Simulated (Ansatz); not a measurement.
```xyz
9

N    -1.0528    1.2300    0.6026
Mo    0.3245    0.2278    0.3370
N     0.1738   -1.2972    1.1270
N     0.3907   -0.1342   -1.5569
F     1.8609    1.1014    0.9523
H    -1.9540    1.4611    0.9970
H    -0.2826   -1.9833    1.7119
H     0.6280   -1.0395   -1.9322
H    -0.0883    0.4339   -2.2386
```

Total charge 0; spin multiplicity 1. Mo takes the def2 core potential.

Problem. List the PBE0/def2-TZVPP orbital energies in eV (Ansatz 0.2.0). (An estimate is asked.)

Solution. The calculation gave: Occupied: -672.94, -391.50, -391.47, -391.47, -72.96, -45.81, -45.60, -45.42, -31.35, -23.65, -22.12, -21.92, -14.21, -13.52, -13.11, -12.51, -12.05, -11.51, -11.50, -9.37, -9.13, -8.43, -8.01, -7.70. Lowest empty: -1.30, -1.21, -0.37, -0.11, 0.22, 0.44, 1.12, 1.21.
